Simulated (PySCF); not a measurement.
## Frontier orbitals and the lowest excitations

C5H9FO.
Atom-mapped SMILES: `[CH3:1]/[C:2](=[CH:3]\[F:4])[CH2:5][CH2:6][OH:7]` (hydrogens: H8, H9, H10 on C1; H11 on C3; H12, H13 on C5; H14, H15 on C6; H16 on O7)

Geometry (GFN2-xTB, Å), atoms numbered from 1 in this order:
```xyz
16
C5H9FO angstrom
C     -1.573   -0.571   -0.773
C     -0.669    0.333    0.004
C     -0.987    0.818    1.196
F     -2.157    0.532    1.806
C      0.675    0.642   -0.591
C      1.702   -0.438   -0.202
O      1.978   -0.450    1.173
H     -1.840   -0.101   -1.718
H     -1.070   -1.510   -0.999
H     -2.483   -0.783   -0.217
H     -0.379    1.483    1.791
H      0.602    0.676   -1.678
H      1.041    1.603   -0.229
H      2.656   -0.231   -0.693
H      1.347   -1.425   -0.534
H      1.149   -0.570    1.653
```

Method used: TDDFT B3LYP/def2-SVPD, vertical, gas phase, core orbitals frozen in the response in PySCF 2.14.0, density-fitted response routines.

Kohn–Sham orbitals with the atoms that hold most of them (Löwdin shares over 4%, at most four atoms; ? is withheld):

| orbital | ε (eV) | atoms |
| --- | --- | --- |
| LUMO+2 | 0.88 | C3 14%, H15 10%, O7 10%, H12 10% |
| LUMO+1 | 0.18 | C1 16%, C3 14%, O7 10%, C6 8% |
| LUMO | -0.10 | ? |
| HOMO | -7.06 | ? |
| HOMO-1 | -7.91 | O7 61%, C6 11%, H15 7%, C5 6% |
| HOMO-2 | -9.17 | O7 35%, C6 19%, C5 12%, H14 9% |
| HOMO-3 | -10.12 | C1 17%, C2 14%, C5 13%, O7 12% |

Q: Give the leading atoms of the LUMO.

A: C2 (bonded to 3 C) 26%; C3 (bonded to C, F and H) 26%; F4 (bonded to C) 7%; H11 (bonded to C) 7%. By element: carbon 52% or more, fluorine 7%, hydrogen 7% or more.

Q: Which atoms hold the HOMO, and with what shares?

A: C3 (bonded to C, F and H) 28%; C2 (bonded to 3 C) 26%; F4 (bonded to C) 13%; C5 (bonded to 2 C and 2 H) 6%. By element: carbon 61% or more, fluorine 13%.

Q: The HOMO–LUMO gap is 6.96 eV. Where does the response calculation put the lowest singlet, and from which orbitals?

A: S1 is at 6.31 eV (f = 0.0054), 0.65 eV below the gap, made of HOMO→LUMO+1 (97%). Its leading pair isn't HOMO and LUMO; the energies of that pair differ by 7.24 eV. Without the coupling terms of the response equations the lowest excitation would equal the gap.

Q: One configuration dominates each of S1, S2 and S4. Which, and how do the shares of the two leading atoms of either orbital change from the occupied to the empty one?

A: 
- S1 (6.31 eV, f 0.0054), HOMO→LUMO+1 (97%): C3 28% → 14%, C2 26% → at most 9%, C1 at most 7% → 16%
- S2 (6.54 eV, f 0.117), HOMO→LUMO (71%): C3 28% → 26%, C2 26% → 26%
- S4 (7.11 eV, f 0.0055), HOMO-1→LUMO+1 (71%): O7 61% → 10%, C6 11% → 8%, C1 at most 6% → 16%, C3 at most 6% → 14%

Löwdin shares depend on the basis, the more so with diffuse functions.

One conformer stands for the species.
